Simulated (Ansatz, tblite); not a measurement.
Forces on the cluster MoSe₂⁻ at its r2SCAN-D4/def2-TZVPD geometry. Total charge -1; doublet.

In the def2 sets Mo takes a core potential; there is no spin–orbit coupling. The xTB rows come from tblite. At PBE-D4/def2-TZVPD the charge -1 doublet is spin-contaminated (final ⟨S²⟩ up to 2.11, 0.75 for a pure state). At PBE-D4/def2-TZVPD the highest occupied level of the charge -1 doublet lies above zero (up to 0.67 eV). The electron is either unbound and held by the finite basis, or the level is raised by self-interaction error. Another isomer (quartet) lies 3.41 eV lower at PBE0-D4/def2-TZVPD; other spin states weren't run for this one.

GFN1-xTB (tblite), largest force 1.34 eV/Å:

```xyz
3
positions Å, forces eV/Å
Mo    0.901    0.748    0.889   -0.820   -0.682   -0.808
Se   -0.267   -1.346    0.188    0.359    0.620    0.224
Se   -0.634    0.598   -1.077    0.461    0.062    0.584
```

GFN2-xTB (tblite), largest force 3.12 eV/Å:

```
Mo -0.665 -0.551 -0.656
Se -0.148 2.821 -1.328
Se 0.813 -2.270 1.984
```

PBE-D4/def2-TZVPD (Ansatz), largest force 0.30 eV/Å:

```
Mo -0.187 -0.155 -0.184
Se 0.110 -0.009 0.148
Se 0.077 0.164 0.036
```
